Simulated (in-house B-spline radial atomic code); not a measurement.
RPA and G0W0 on TPSS: Fe¹⁹⁺

Configuration [He] 2s2 2p3, highest spin, mean-field start TPSS. Computed with an all-electron radial atomic-structure program (B-spline basis): all electrons, non-relativistic, point nucleus, each spin shell either full or empty, empty states to l = 9 with an (l + 1/2)⁻⁴ tail; G0W0 by contour deformation at full frequency.

Command:
```bash
python run_gw.py task.json out
```
Settings (radii: box in bohr, nucleus in fm):
```
Z                        26
electrons                7
configuration            [He] 2s2 2p3
hamiltonian              nr
method                   tpss,tpss
lmax                     9
spin_polarised           True
box_radius               4.23
intervals                45
```

Run time, properties included: 1.1 s on 1 thread of Arm Neoverse N1, on a shared host.

Energies (hartree):

```json
{"term": "mean-field total", "value": "-990.57605"}
{"term": "Hartree-Fock functional on these orbitals", "value": "-990.32893"}
{"term": "direct second order", "value": "-0.48956"}
{"term": "second-order exchange", "value": "0.26397"}
{"term": "SOSEX correction", "value": "0.23742"}
```

Task: What is the RPA correlation energy, and what remains with SOSEX?

Result: RPA gives -0.44771 hartree (-1.74 eV per electron); RPA + SOSEX gives -0.21029, and the second-order doubles -0.22559 hartree (no singles). SOSEX takes back 53 % of the RPA value.

Quasi-particle levels (eV):

```
  level  occupied  mean field  Σx - vxc     Σc  QP weight      G0W0
  2p up       yes    -1529.58    -51.43      ?          ?         ?
2s down       yes    -1582.41    -31.55  -5.52      0.982  -1619.48
1s down       yes    -7887.36   -155.68  12.31      0.889  -8030.74
2p down        no    -1493.09     46.66  -3.78      0.992  -1450.21
```

G0W0 = mean field + (Σx - vxc) + Σc, with Σc (partial-wave tail included) taken at the quasi-particle energy. Levels of low weight are left out.

Task: Where does G0W0 put 2p up?

Result: At -1578.20 eV, with Σc = 2.81 eV and a quasi-particle weight of 0.982. The tabulated removal energy is 1575.6 ± 0.5 eV (NIST, measured); the calculation leaves out relativity, Breit and QED terms, and what these don't explain is the method's own error.
